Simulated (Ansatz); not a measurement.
Cost and result for the atomization energy of C₂H₅B₂N (`BB1C=NC1`) (10 atoms, 10 bonds).

Z-matrix (Å, degrees):
```
B
C 1 1.518
N 1 1.931 2 42.4
B 1 1.652 2 133.8 3 119.1
C 1 1.595 2 86.0 3 -25.1
H 2 1.086 1 145.1 3 -147.7
H 4 1.199 1 122.1 2 112.8
H 4 1.199 1 121.3 2 -69.9
H 5 1.086 1 115.8 2 -84.3
H 5 1.090 1 122.4 2 133.8
```

Total charge 0; spin multiplicity 1. Geometry: relaxed with PBE0-D4/def2-TZVP. Program: Ansatz. All runs use 2 threads of an Arm Neoverse V1 on a shared host. Times are those of one run each, without the atoms' runs, and a repeat can differ threefold. Electronic energies, without spin–orbit coupling; frozen cores. CCSD(T)/CBS adds CCSD(T) − MP2 in def2-TZVPP to the MP2 limit, and its time is that of the two runs behind it. T1 = 0.015; the RHF reference is unstable towards UHF. B3LYP takes the VWN-RPA correlation (the form of Gaussian; ORCA's B3LYP/G).

CCSD(T)/CBS is a level of theory with its own doubt, some kJ/mol a heavy atom from the limit and from the frozen cores, so smaller differences don't rank the functionals.

| level | functions | wall time | atomization (kJ/mol) | difference from CCSD(T)/CBS | per bond |
| --- | --- | --- | --- | --- | --- |
| LDA (SPW92)/def2-TZVPP | 225 | 1.8 s | 4497.5 | 638.1 | 63.8 |
| revPBE-D4/def2-TZVPP | 225 | 3 s | 3928.7 | 69.3 | 6.9 |
| BLYP-D4/def2-TZVPP | 225 | 3.4 s | 3917.7 | 58.3 | 5.8 |
| PBE-D4/def2-TZVPP (with forces) | 225 | 3.7 s | 4033.8 | 174.4 | 17.4 |
| CAM-B3LYP-D4/def2-TZVPP | 225 | 4.5 s | 3918.0 | 58.6 | 5.9 |
| B3LYP-D4/def2-TZVPP (with forces) | 225 | 6 s | 3910.6 | 51.2 | 5.1 |
| CCSD(T)/def2-SVP | 95 | 6.5 s | 3695.1 | -164.3 | -16.4 |
| B2PLYP/def2-TZVPP | 225 | 8 s | 3864.5 | 5.1 | 0.5 |
| PBE-QIDH/def2-TZVPP | 225 | 8 s | 3889.7 | 30.3 | 3.0 |
| ωB97X-V/def2-TZVPP | 225 | 11 s | 3905.0 | 45.6 | 4.6 |
| MP2/def2-QZVPP | 435 | 37 s | 3911.1 | 51.7 | 5.2 |
| CCSD(T)/def2-TZVPP | 225 | 2.4 min | 3762.4 | -97.0 | -9.7 |
| CCSD(T)/CBS(def2) | – | 3 min | 3859.4 | 0.0 | 0.0 |

From PBE to PBE0 (25 % exact exchange), in def2-TZVPP and without D4, the atomization energy moves by −85.3 kJ/mol: exact exchange takes away binding that semilocal exchange gives to molecules. In def2-TZVPP, CCSD(T) changes the Hartree–Fock value by +953.2 kJ/mol (the triples alone add +71.7 kJ/mol) and MP2 by +1044.5 kJ/mol; breaking electron pairs costs correlation energy, which Hartree–Fock lacks. The D4 term adds +28.4 kJ/mol with B3LYP and +14.8 kJ/mol with PBE0; it sums over pairs of atoms, weighted by their polarisabilities, and B3LYP, whose exchange is more repulsive, gets the larger term.
